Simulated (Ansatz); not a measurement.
C$_{2}$H$_{6}$ClSi (SMILES C[Si](C)Cl), doublet, at a GFN2-xTB geometry. Base run: PBE/STO-3G (Ansatz, an electronic-structure program).

Geometry (Å):
```xyz
10

C     -1.3887    -1.4132    -0.1312
Si     0.0465    -0.3258     0.4919
C      1.7363    -0.9556    -0.1236
Cl    -0.2314     1.5839    -0.2230
H     -2.3493    -1.0389     0.2095
H     -1.2877    -2.4371     0.2140
H     -1.4064    -1.4264    -1.2202
H      1.7621    -0.9624    -1.2125
H      2.5475    -0.3218     0.2213
H      1.9314    -1.9656     0.2218
```
Charge 0, spin multiplicity 2.
Orbitals are unrestricted.
All else is at Ansatz's defaults.

Each row names what was changed in the base input (with any setting that the change needs).

| change | E (Eh) | SCF-reference <S^2> |
|---|---|---|
| base | -819.74754 | 0.751 |
| functional = hf | -818.53786 | 0.751 |
| functional = SVWN5 | -816.74299 | 0.750 |
| functional = r2scan | -820.16064 | 0.751 |
| functional = pbe; dispersion = d3bj | -819.75600 | 0.751 |
| functional = BHLYP | -820.21209 | 0.751 |
| functional = revpbe | -820.06343 | 0.751 |
| functional = pbe0; dispersion = d4 | -819.90207 | 0.751 |
| functional = B2PLYP | -819.77532 | 0.751 |
| functional = hse06 | -819.87583 | 0.751 |
| functional = b3lyp5 | -820.04761 | 0.750 |
| functional = b3lyp | -820.23242 | 0.750 |
| functional = B2GP-PLYP | -819.65758 | 0.751 |

Totals shift with the method and basis; they matter in differences.
